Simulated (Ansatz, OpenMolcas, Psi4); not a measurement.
# C2H5I (iodoethane): the atomisation enthalpy at 298 K, rung by rung

The species is C2H5I (8 atoms), meant as a singlet with charge 0. SMILES: `CCI`. The coordinates come from a PBE0-D4/def2-TZVP relaxation.

```xyz
8

C    -0.5002    0.5822   -0.2998
C     0.2526   -0.6339    0.1740
I     2.1155   -0.1159    1.1122
H    -1.4388    0.2683   -0.7690
H     0.0745    1.1464   -1.0356
H    -0.7418    1.2503    0.5280
H     0.5289   -1.3008   -0.6398
H    -0.2907   -1.1966    0.9300
```

Each level gives the atomisation enthalpy at 298 K (kJ/mol). The values are calculated. The thermal term (zero-point and 298 K enthalpy, harmonic and unscaled) is that of PBE0-D4/def2-TZVP; the spin-orbit lowering of the free atoms at 298 K, 30.3 kJ/mol by their spectra, is taken off.

```json
{"level": "HF/def2-SVP (core potential)", "kind": "Hartree–Fock", "program": "OpenMolcas", "value (kJ/mol)": "1946"}
{"level": "SVWN5/def2-SVP (core potential)", "kind": "LDA", "program": "OpenMolcas", "value (kJ/mol)": "3013"}
{"level": "PBE/def2-SVP (core potential)", "kind": "GGA", "program": "OpenMolcas", "value (kJ/mol)": "2672"}
{"level": "B3LYP/def2-SVP (core potential)", "kind": "global hybrid", "program": "OpenMolcas", "value (kJ/mol)": "?"}
{"level": "M06-2X/def2-SVP (core potential)", "kind": "hybrid meta-GGA", "program": "OpenMolcas", "value (kJ/mol)": "?"}
{"level": "PBE0/def2-SVP (core potential)", "kind": "global hybrid", "program": "OpenMolcas", "value (kJ/mol)": "2645"}
{"level": "wB97M-V/def2-SVP (core potential)", "kind": "range-separated hybrid", "program": "Psi4", "value (kJ/mol)": "2654"}
{"level": "OMP2/def2-SVP (core potential, density fitting for correlation)", "kind": "perturbation theory", "program": "Psi4", "value (kJ/mol)": "2518"}
```

Estimate the missing values from the other rows.

As computed at these levels: B3LYP/def2-SVP (core potential): 2611 kJ/mol; M06-2X/def2-SVP (core potential): 2602 kJ/mol. Measured: 2638 kJ/mol (Active Thermochemical Tables). Nearest: PBE0/def2-SVP (core potential) (+7 kJ/mol); farthest: HF/def2-SVP (core potential) (-692 kJ/mol). Computed less measured by kind, in kJ/mol (def2-SVP rows): Hartree–Fock -692; LDA +375; GGA +34; global hybrid -36 to +7; range-separated hybrid +16; perturbation theory -120. Wave-function methods converge slowly with the basis and bind too weakly in sets of this size; that is part of their error here. In the correlated wave-function rows the outer d shell of I is correlated, in sets not made for it.
